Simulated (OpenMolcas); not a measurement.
A run on Os3+ among 4 point charges of -1.5 e arranged as a tetrahedron (Td), 2.28 Å from the ion.

```
Program             : OpenMolcas
Method              : CASSCF
Basis               : ANO-RCC-VDZP [7s6p4d2f1g]
Scalar Hamiltonian  : DKH2, point nucleus
Active space        : 5 electrons in 5 orbitals (5d)
State averaging     : 2S+1 = 6 even, 1 root; 2S+1 = 4 even, 24 roots; 2S+1 = 2 even, 75 roots
Spin-orbit coupling : state interaction with AMFI integrals over the reference wave functions
```

68 basis functions. Blocks (2S+1, parity, CSFs, roots kept): 6, even, 1, 1; 4, even, 24, 24; 2, even, 75, 75.

How long do the RASSCF and RASSI steps take on 1 thread of Arm Neoverse V1 (shared host)?

About 31 s of wall time, without the integral step.
